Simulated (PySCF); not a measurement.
TiF3, SMILES [F][Ti]([F])[F] (connectivity only; charge and spin as stated), neutral, multiplicity 2.

Geometry optimised at B3LYP-D3(BJ)/def2-SVP. The spin state was assumed, not searched. The isomer is the one that the SMILES or the coordinates give; other isomers of the formula were not compared.

Computed with PySCF with B3LYP-D3(BJ)/def2-SVP.

Frequencies are harmonic and unscaled.

Modes within 1.5 cm⁻¹ of each other (mostly degenerate sets) share a row, with their intensities summed.

```tsv
mode	ν (cm⁻¹)	IR (km/mol)	moving atoms (share of kinetic energy)
1	93	41.5	Ti 54 %, F 46 %
2–3	184	25.4	F 85 %, Ti 15 %
4	684	0.0	F 100 %
5–6	806	457.0	F 60 %, Ti 40 %
```
